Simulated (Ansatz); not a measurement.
`CS[SiH2][SeH]` at its PBE0-D4/def2-TZVP geometry, where that method's forces vanish. The species carries charge 0 and has multiplicity 1.

```xyz
10

C     0.2497    0.4633   -1.6543
S    -1.3429    0.5230   -0.7870
Si   -0.7156    0.0423    1.1770
Se    0.2962   -2.0093    1.2728
H     0.0334    0.5727   -2.7163
H     0.8982    1.2791   -1.3358
H     0.7404   -0.4952   -1.4840
H     0.2740    1.0120    1.7125
H    -1.9609    0.0542    1.9798
H     1.5275   -1.4422    1.8354
```

(1) What forces (eV/Å) does B3LYP-D4/def2-TZVPP give on these atoms in Ansatz? (An estimate is asked.)

Answers

(1) Computed: 
```
C1   0.266 -0.018 -0.190
S2  -0.301  0.048 -0.005
Si3 -0.087  0.194  0.250
Se4  0.055 -0.184  0.005
H5   0.037 -0.006  0.058
H6  -0.020 -0.056 -0.029
H7  -0.014  0.081 -0.033
H8  -0.072 -0.059 -0.031
H9   0.084  0.006 -0.047
H10  0.052 -0.005  0.022
```

B3LYP here is the variant with VWN-RPA as its local correlation; programs differ in this.
